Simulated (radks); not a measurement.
Fractional charge and spin in the 3s shell of sulfur: the spin-up occupation runs from 0 to 1 and the spin-down occupation from 0 to 1; the fullest corner is S3+, [Ne] 3p(up 0.5, down 0.5) 3s(up 1, down 1). Method: scalar-relativistic Kohn-Sham, SCAN, spin-polarised, spherical densities, finite nucleus; meta-GGA in the generalised Kohn-Sham scheme; Fermi nuclear charge, rms radius of each element as measured or else 0.836 A^(1/3) + 0.57 fm; computed with a radial shooting solver on a logarithmic mesh with Libxc functionals. Energy (eV) above the fullest corner. The planes named below are the two flat planes that join the four corners, with an edge along up + down = one added electron.

\begin{tabular}{lrrrrr}
down \ up & 0 & 0.25 & 0.5 & 0.75 & 1 \\ \hline
0 & 133.156 & 113.404 & 94.413 & 76.131 & 58.668 \\
0.25 & 113.404 & 94.656 & 76.660 & 59.388 & 42.918 \\
0.5 & 94.413 & 76.660 & 59.677 & 43.400 & 27.903 \\
0.75 & 76.131 & 59.388 & 43.400 & 28.105 & 13.568 \\
1 & 58.668 & 42.918 & 27.903 & 13.568 & 0.000 \\
\end{tabular}

Corners above the fullest one (they belong to S4+ and the next ion): (up 1, down 0) 58.668 eV, (up 0, down 1) 58.668 eV, (up 0, down 0) 133.16 eV. With half an added electron in each spin the energy lies 1.009 eV from the planes, and with half an added electron in spin up alone -1.499 eV. The planes are only a guide here: the flat-plane condition holds for ground states with one frontier orbital, while this shell lies below other occupied shells, so the corners above the fullest one are inner-hole states and not the ground states of those ions.
